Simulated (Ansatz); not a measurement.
Ansatz (an electronic-structure program) input (B3LYP-D3(BJ)/def2-TZVP):

Ansatz 0.2 input:
```yaml
crystal:
  periodic: [false, false, false]
  atoms:
    - {symbol: S, position_ang: [1.56923687, -0.30498979, 0.11767735]}
    - {symbol: C, position_ang: [0.09578570, -0.03208337, 0.02546648]}
    - {symbol: S, position_ang: [-1.48646509, 0.34133103, -0.18265028]}
    - {symbol: H, position_ang: [-1.89906265, -0.38895954, 0.88676794]}
basis:
  gaussian:
    orbitals: def2-TZVP
hamiltonian:
  xc: b3lyp
  dispersion: d3bj
total_charge: 1
phonons: {temperatures: {t_min: 298.15, t_max: 298.15, t_step: 100}}
```

Output:

```
Functional definition: B3LYP
integrals: 0.03 GiB planned
766 factors; their error is unknown
mean field: 0.33 GiB planned
mean field evaluation 1: about -22707.0773 eV, gradient 6.5e1 eV
mean field evaluation 2: about -22679.1497 eV, gradient 1.1e2 eV
mean field evaluation 4: about -22716.7369 eV, gradient 6.6e0 eV
mean field evaluation 8: about -22716.8572 eV, gradient 1.1e-1 eV
mean field evaluation 16: about -22716.8958 eV, gradient 2.2e-5 eV
mean field -22716.89576302 eV, -834.8305212261 hartree, gradient 2.2e-5 eV, S^2 0.000000; 0 other end points of the search recorded, 0 dependent functions left out
the calculation of the forces begins
reference -22716.89597265 eV, -834.8305289297 hartree; 19, 19 occupied and 92, 92 virtual orbitals, 766 factors
these checks for a lower state are left out or cut short: stability, starts, cluster_reference, orbital_swaps, neighbouring_geometries, increment
integrals: 0.03 GiB planned
766 factors; their error is unknown
mean field: 0.33 GiB planned
mean field -22716.89574571 eV, -834.8305205898 hartree, gradient 1.9e-6 eV, S^2 0.000000; 0 other end points of the search recorded, 0 dependent functions left out
the calculation of the forces begins
reference -22716.89595532 eV, -834.8305282928 hartree; 19, 19 occupied and 92, 92 virtual orbitals, 766 factors
these checks for a lower state are left out or cut short: stability, starts, cluster_reference, orbital_swaps, neighbouring_geometries, increment
integrals: 0.03 GiB planned
766 factors; their error is unknown
mean field: 0.33 GiB planned
mean field evaluation 32: about -22716.8958 eV, gradient 1.9e-6 eV
mean field -22716.89576276 eV, -834.8305212164 hartree, gradient 1.9e-6 eV, S^2 0.000000; 0 other end points of the search recorded, 0 dependent functions left out
the calculation of the forces begins
reference -22716.89597240 eV, -834.8305289206 hartree; 19, 19 occupied and 92, 92 virtual orbitals, 766 factors
these checks for a lower state are left out or cut short: stability, starts, cluster_reference, orbital_swaps, neighbouring_geometries, increment
integrals: 0.03 GiB planned
766 factors; their error is unknown
mean field: 0.33 GiB planned
mean field -22716.89572336 eV, -834.8305197686 hartree, gradient 1.9e-6 eV, S^2 0.000000; 0 other end points of the search recorded, 0 dependent functions left out
the calculation of the forces begins
reference -22716.89593302 eV, -834.8305274733 hartree; 19, 19 occupied and 92, 92 virtual orbitals, 766 factors
these checks for a lower state are left out or cut short: stability, starts, cluster_reference, orbital_swaps, neighbouring_geometries, increment
integrals: 0.03 GiB planned
766 factors; their error is unknown
mean field: 0.33 GiB planned
mean field -22716.89560520 eV, -834.8305154263 hartree, gradient 1.9e-6 eV, S^2 0.000000; 0 other end points of the search recorded, 0 dependent functions left out
the calculation of the forces begins
reference -22716.89581480 eV, -834.8305231287 hartree; 19, 19 occupied and 92, 92 virtual orbitals, 766 factors
these checks for a lower state are left out or cut short: stability, starts, cluster_reference, orbital_swaps, neighbouring_geometries, increment
integrals: 0.03 GiB planned
766 factors; their error is unknown
mean field: 0.33 GiB planned
mean field -22716.89573256 eV, -834.8305201066 hartree, gradient 1.9e-6 eV, S^2 0.000000; 0 other end points of the search recorded, 0 dependent functions left out
the calculation of the forces begins
reference -22716.89594221 eV, -834.8305278110 hartree; 19, 19 occupied and 92, 92 virtual orbitals, 766 factors
these checks for a lower state are left out or cut short: stability, starts, cluster_reference, orbital_swaps, neighbouring_geometries, increment
integrals: 0.03 GiB planned
766 factors; their error is unknown
mean field: 0.33 GiB planned
mean field evaluation 64: about -22716.8957 eV, gradient 1.9e-6 eV
mean field -22716.89573072 eV, -834.8305200389 hartree, gradient 1.9e-6 eV, S^2 0.000000; 0 other end points of the search recorded, 0 dependent functions left out
the calculation of the forces begins
reference -22716.89594032 eV, -834.8305277417 hartree; 19, 19 occupied and 92, 92 virtual orbitals, 766 factors
these checks for a lower state are left out or cut short: stability, starts, cluster_reference, orbital_swaps, neighbouring_geometries, increment
integrals: 0.03 GiB planned
766 factors; their error is unknown
mean field: 0.33 GiB planned
mean field -22716.89562197 eV, -834.8305160426 hartree, gradient 1.9e-6 eV, S^2 0.000000; 0 other end points of the search recorded, 0 dependent functions left out
the calculation of the forces begins
reference -22716.89583159 eV, -834.8305237459 hartree; 19, 19 occupied and 92, 92 virtual orbitals, 766 factors
these checks for a lower state are left out or cut short: stability, starts, cluster_reference, orbital_swaps, neighbouring_geometries, increment
integrals: 0.03 GiB planned
766 factors; their error is unknown
mean field: 0.33 GiB planned
mean field -22716.89561441 eV, -834.8305157647 hartree, gradient 1.9e-6 eV, S^2 0.000000; 0 other end points of the search recorded, 0 dependent functions left out
the calculation of the forces begins
reference -22716.89582404 eV, -834.8305234686 hartree; 19, 19 occupied and 92, 92 virtual orbitals, 766 factors
these checks for a lower state are left out or cut short: stability, starts, cluster_reference, orbital_swaps, neighbouring_geometries, increment
integrals: 0.03 GiB planned
766 factors; their error is unknown
mean field: 0.33 GiB planned
mean field -22716.89569086 eV, -834.8305185742 hartree, gradient 1.9e-6 eV, S^2 0.000000; 0 other end points of the search recorded, 0 dependent functions left out
the calculation of the forces begins
reference -22716.89590050 eV, -834.8305262784 hartree; 19, 19 occupied and 92, 92 virtual orbitals, 766 factors
these checks for a lower state are left out or cut short: stability, starts, cluster_reference, orbital_swaps, neighbouring_geometries, increment
integrals: 0.03 GiB planned
766 factors; their error is unknown
mean field: 0.33 GiB planned
mean field -22716.89566207 eV, -834.8305175160 hartree, gradient 1.9e-6 eV, S^2 0.000000; 0 other end points of the search recorded, 0 dependent functions left out
the calculation of the forces begins
reference -22716.89587168 eV, -834.8305252190 hartree; 19, 19 occupied and 92, 92 virtual orbitals, 766 factors
these checks for a lower state are left out or cut short: stability, starts, cluster_reference, orbital_swaps, neighbouring_geometries, increment
integrals: 0.03 GiB planned
766 factors; their error is unknown
mean field: 0.33 GiB planned
mean field evaluation 96: about -22716.8567 eV, gradient 8.9e-5 eV
mean field -22716.89566489 eV, -834.8305176196 hartree, gradient 1.9e-6 eV, S^2 0.000000; 0 other end points of the search recorded, 0 dependent functions left out
the calculation of the forces begins
reference -22716.89587450 eV, -834.8305253227 hartree; 19, 19 occupied and 92, 92 virtual orbitals, 766 factors
these checks for a lower state are left out or cut short: stability, starts, cluster_reference, orbital_swaps, neighbouring_geometries, increment
integrals: 0.03 GiB planned
766 factors; their error is unknown
mean field: 0.33 GiB planned
mean field -22716.89575564 eV, -834.8305209550 hartree, gradient 1.9e-6 eV, S^2 0.000000; 0 other end points of the search recorded, 0 dependent functions left out
the calculation of the forces begins
reference -22716.89596529 eV, -834.8305286591 hartree; 19, 19 occupied and 92, 92 virtual orbitals, 766 factors
these checks for a lower state are left out or cut short: stability, starts, cluster_reference, orbital_swaps, neighbouring_geometries, increment
integrals: 0.03 GiB planned
766 factors; their error is unknown
mean field: 0.33 GiB planned
mean field -22716.89568865 eV, -834.8305184931 hartree, gradient 7.9e-7 eV, S^2 0.000000; 0 other end points of the search recorded, 0 dependent functions left out
the calculation of the forces begins
reference -22716.89589826 eV, -834.8305261959 hartree; 19, 19 occupied and 92, 92 virtual orbitals, 766 factors
these checks for a lower state are left out or cut short: stability, starts, cluster_reference, orbital_swaps, neighbouring_geometries, increment
integrals: 0.03 GiB planned
766 factors; their error is unknown
mean field: 0.33 GiB planned
mean field -22716.89570220 eV, -834.8305189909 hartree, gradient 2.6e-6 eV, S^2 0.000000; 0 other end points of the search recorded, 0 dependent functions left out
the calculation of the forces begins
reference -22716.89591185 eV, -834.8305266952 hartree; 19, 19 occupied and 92, 92 virtual orbitals, 766 factors
these checks for a lower state are left out or cut short: stability, starts, cluster_reference, orbital_swaps, neighbouring_geometries, increment
integrals: 0.03 GiB planned
766 factors; their error is unknown
mean field: 0.33 GiB planned
mean field evaluation 128: about -22716.8957 eV, gradient 1.0e-6 eV
mean field -22716.89573789 eV, -834.8305203024 hartree, gradient 1.0e-6 eV, S^2 0.000000; 0 other end points of the search recorded, 0 dependent functions left out
the calculation of the forces begins
reference -22716.89594751 eV, -834.8305280058 hartree; 19, 19 occupied and 92, 92 virtual orbitals, 766 factors
these checks for a lower state are left out or cut short: stability, starts, cluster_reference, orbital_swaps, neighbouring_geometries, increment
integrals: 0.03 GiB planned
766 factors; their error is unknown
mean field: 0.33 GiB planned
mean field -22716.89577284 eV, -834.8305215869 hartree, gradient 1.7e-6 eV, S^2 0.000000; 0 other end points of the search recorded, 0 dependent functions left out
the calculation of the forces begins
reference -22716.89598247 eV, -834.8305292908 hartree; 19, 19 occupied and 92, 92 virtual orbitals, 766 factors
Total energy: -22717.06954746 eV, -834.8369076863 hartree
Atom 0 at     1.569237    -0.304990     0.117677 Å, force    -0.000240     0.000067    -0.000046 eV/Å
Atom 1 at     0.095786    -0.032083     0.025466 Å, force     0.000473    -0.000174     0.000148 eV/Å
Atom 2 at    -1.486465     0.341331    -0.182650 Å, force    -0.000170     0.000338    -0.000427 eV/Å
Atom 3 at    -1.899063    -0.388960     0.886768 Å, force    -0.000063    -0.000231     0.000326 eV/Å
Dipole moment:    -0.120253    -0.104678     0.164831 e Å
Vibrations: 324.35 377.68 616.48 939.13 1570.14 2567.57 cm⁻¹, zero-point energy 0.396462 eV
```

It need not be the lowest isomer of its formula.
